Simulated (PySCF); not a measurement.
**A small calculation by hand: oscillator strength and radiative lifetime**

Al(Cl)2(OMe) (CH3AlCl2O), SMILES [Al]([O]C)([Cl])[Cl].

Geometry optimised at PBE0-D3(BJ)/def2-SVP. The structure was generated by enumeration; whether it is a known compound was not checked. The values are those of a single conformer.

PySCF with TDA-PBE/def2-SVPD puts the first singlet state with f over 0.02 at 6.16 eV (vertical), with the transition dipole (-0.274, -0.181, 0.199) in atomic units.

Question: Find the oscillator strength, the wavelength and the radiative lifetime that this transition would have in vacuum if emission retraced absorption.

Answer: 
|μ|² = 0.1474 au, so |μ| = 0.98 D. ΔE = 6.16/27.211 = 0.2264 hartree. f = (2/3) ΔE |μ|² = 0.022 (the program prints 0.022).
λ = 1239.84/6.16 = 201 nm; ν = 49684 cm⁻¹.
Einstein's coefficient A = 0.6670 ν² f s⁻¹ (ν in cm⁻¹) = 3.7e7 s⁻¹, so τ = 1/A = 27 ns. This state is S4; the lower singlets have f = 0.004, 0.009, 0.001. The figure is the radiative limit of this one transition; relaxation, internal conversion, crossing to triplets and a medium change what is measured.
